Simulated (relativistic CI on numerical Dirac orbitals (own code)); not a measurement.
# Ni3+ in a cubic cluster: 3p photoemission with charge transfer

Computed with a charge-transfer multiplet model of a cubic metal-ligand cluster with up to 3 ligand holes, Slater and spin-orbit integrals from Dirac-Coulomb-Breit ions, Slater integrals scaled by 0.8. The ground state mixes d7 with configurations of k ligand holes L, whose averages lie at kΔ + k(k − 1)U_dd/2; a core hole lowers each added d electron by U_cd. 300 K, Lorentzian 0.9 eV and Gaussian 0.8 eV FWHM.

Atomic integrals in eV (Slater integrals scaled, ζ unscaled), ground: F2dd 10.578, F4dd 6.603, zeta_d 0.089; with the core hole: F2dd 11.372, F4dd 7.136, zeta_d 0.097, zeta_core 1.496, F2cd 11.943, G1cd 14.680, G3cd 9.010.

Cluster parameters (eV): Δ = 2.5, U_dd = 7, U_cd = 8.4, 10Dq(ligand) = 1.5, V(eg) = 1.8, V(t2g) = -0.77, final-state hopping factor = 0.8.

Weights, n_d and S are thermal averages at 300 K. Binding energies count from the first peak over 30 % of the highest in each spectrum, which can be another peak from case to case. The parameters are a model scan and need not match a compound or its usual spin state. Peaks in eV (height, largest 100): 0.0 (100), 6.8 (70), 8.2 (65), 13.7 (44), 17.2 (31), 26.5 (11).

(1) Which parameters give this spectrum?
A. 10Dq = 0.6 eV
B. 10Dq = 0.9 eV
C. 10Dq = 1.5 eV
D. 10Dq = 1.8 eV
E. 10Dq = 2.4 eV

Results:

(1) D. 10Dq = 1.8 eV; the ground state then has 7.44 d electrons and S = 0.57. The choice follows from running the model for each set and comparing peak positions and heights.
